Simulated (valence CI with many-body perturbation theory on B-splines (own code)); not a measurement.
Results of a calculation; reference values are marked as such.
**Energy levels of Mn¹¹⁺**

Method: valence CI with perturbative core correlation (CI+MBPT): four valence electrons over a frozen Dirac-Fock core [Ne], a basis of 11 s, 11 p, 9 d, 7 f, 5 g, 2 h, 1 i functions for each j, with the one-electron correlation potential Σ1, the two-electron term Σ2, the three-electron term Σ3, Breit, model QED; selected CI, second order for the rest, scaled by the run's own slope (own B-spline code, finite nucleus).

No measured spectrum was set against this ion. As an estimate, levels of excited configurations hold to 0.05 to 0.15 % of their energy, terms of the ground configuration to about 0.5 %.

Levels 1 to 45 of 71, with energies above the lowest level, 3s2 3p2 3P_0. "Leading %" is the weight of the configuration and term that name the level; weights of strongly mixed levels are sums over their largest components and can fall short. In the jj column 3d3/2^4 stands for four electrons in 3d with j = 3/2.

```tsv
No.	Configuration	Term	J	E (cm⁻¹)	Leading %	Second component	Leading jj
1	3s2 3p2	3P	0	0	94		3s^2 3p1/2^2 (79 %)
2	3s2 3p2	3P	1	7226	97		3s^2 3p1/2 3p3/2 (97 %)
3	3s2 3p2	3P	2	15040	90	7 % 3s2 3p2 1D	3s^2 3p1/2 3p3/2 (57 %)
4	3s2 3p2	1D	2	42254	90	7 % 3s2 3p2 3P	3s^2 3p3/2^2 (57 %)
5	3s2 3p2	1S	0	83062	93		3s^2 3p3/2^2 (78 %)
6	3s 3p3	5S°	2	195910	98		3s 3p1/2 3p3/2^2 (54 %)
7	3s 3p3	3D°	1	264410	85	10 % 3s2 3p 3d 3D°	3s 3p1/2 3p3/2^2 (38 %)
8	3s 3p3	3D°	2	264540	84	10 % 3s2 3p 3d 3D°	3s 3p1/2 3p3/2^2 (57 %)
9	3s 3p3	3D°	3	266600	88	10 % 3s2 3p 3d 3D°	3s 3p1/2 3p3/2^2 (88 %)
10	3s 3p3	3P°	0	303130	89	9 % 3s2 3p 3d 3P°	3s 3p1/2 3p3/2^2 (89 %)
11	3s 3p3	3P°	1	303630	86	9 % 3s2 3p 3d 3P°	3s 3p1/2 3p3/2^2 (60 %)
12	3s 3p3	3P°	2	304080	80	9 % 3s2 3p 3d 3P°	3s 3p3/2^3 (48 %)
13	3s 3p3	1D°	2	334030	54	39 % 3s2 3p 3d 1D°	3s 3p1/2 3p3/2^2 (41 %)
14	3s 3p3	3S°	1	386010	77	17 % 3s 3p3 1P°	3s 3p1/2 3p3/2^2 (53 %)
15	3s2 3p 3d	3F°	2	399170	96		3s^2 3p1/2 3d3/2 (75 %)
16	3s2 3p 3d	3F°	3	404660	96		3s^2 3p1/2 3d5/2 (50 %)
17	3s 3p3	1P°	1	405100	69	18 % 3s 3p3 3S°	3s 3p3/2^3 (51 %)
18	3s2 3p 3d	3F°	4	412690	97		3s^2 3p3/2 3d5/2 (97 %)
19	3s2 3p 3d	3P°	2	452570	43	24 % 3s2 3p 3d 1D°	3s^2 3p1/2 3d5/2 (62 %)
20	3s2 3p 3d	3P°	1	460060	62	24 % 3s2 3p 3d 3D°	3s^2 3p1/2 3d3/2 (51 %)
21	3s2 3p 3d	1D°	2	462760	32	29 % 3s2 3p 3d 3P°	3s^2 3p3/2 3d5/2 (44 %)
22	3s2 3p 3d	3P°	0	464790	87	9 % 3s 3p3 3P°	3s^2 3p3/2 3d3/2 (87 %)
23	3s2 3p 3d	3D°	1	470010	61	24 % 3s2 3p 3d 3P°	3s^2 3p3/2 3d3/2 (70 %)
24	3s2 3p 3d	3D°	2	472350	71	14 % 3s2 3p 3d 3P°	3s^2 3p3/2 3d3/2 (51 %)
25	3s2 3p 3d	3D°	3	472570	86	10 % 3s 3p3 3D°	3s^2 3p3/2 3d5/2 (56 %)
26	3s2 3p 3d	1F°	3	517590	95		3s^2 3p3/2 3d3/2 (39 %)
27	3s2 3p 3d	1P°	1	530520	85	9 % 3s 3p3 1P°	3s^2 3p3/2 3d5/2 (59 %)
28	3p4	3P	2	557750	55	31 % 3s 3p2 3d 3P	3p1/2^2 3p3/2^2 (56 %)
29	3p4	3P	1	567910	59	38 % 3s 3p2 3d 3P	3p1/2 3p3/2^3 (59 %)
30	3p4	3P	0	570470	57	37 % 3s 3p2 3d 3P	3p3/2^4 (30 %)
31	3p4	1D	2	578780	59	25 % 3s 3p2 3d 1D	3p1/2 3p3/2^3 (57 %)
32	3s 3p2 3d	5F	1	587360	98		3s 3p1/2^2 3d3/2 (39 %)
33	3s 3p2 3d	5F	2	589170	97		3s 3p1/2 3p3/2 3d3/2 (47 %)
34	3s 3p2 3d	5F	3	592010	96		3s 3p1/2 3p3/2 3d3/2 (43 %)
35	3s 3p2 3d	5F	4	596000	96		3s 3p1/2 3p3/2 3d5/2 (62 %)
36	3s 3p2 3d	5F	5	601140	99		3s 3p3/2^2 3d5/2 (60 %)
37	3s 3p2 3d	5D	0	608120	99		3s 3p1/2 3p3/2 3d3/2 (82 %)
38	3s 3p2 3d	5D	1	608610	98		3s 3p1/2 3p3/2 3d3/2 (61 %)
39	3s 3p2 3d	5D	2	609530	95		3s 3p1/2 3p3/2 3d3/2 (36 %)
40	3s 3p2 3d	5D	3	610930	92		3s 3p3/2^2 3d3/2 (23 %)
41	3s 3p2 3d	5D	4	613170	91		3s 3p1/2 3p3/2 3d5/2 (56 %)
42	3s 3p2 3d	3F	2	629290	92	6 % 3s2 3d2 3F	3s 3p1/2 3p3/2 3d3/2 (38 %)
43	3s 3p2 3d	3F	3	632870	90	6 % 3s2 3d2 3F	3s 3p1/2 3p3/2 3d5/2 (32 %)
44	3s 3p2 3d	3F	4	638230	86	6 % 3s2 3d2 3F	3s 3p3/2^2 3d5/2 (64 %)
45	3p4	1S	0	650690	62	28 % 3s 3p2 3d 1S	3p1/2^2 3p3/2^2 (39 %)
```

Names give the largest LS component (configuration and term), which can be under half, so a name can repeat, a term be missing and a line seem to break the LS rules; names also repeat where a configuration has a term twice.

The ionisation energy to 3s2 3p 2P°_1/2 of the next ion comes out as 313.23 eV (NIST: 314.4 ± 0.6 eV (semi-empirical)). All 71 levels together are meant to be complete up to 761930 cm⁻¹.
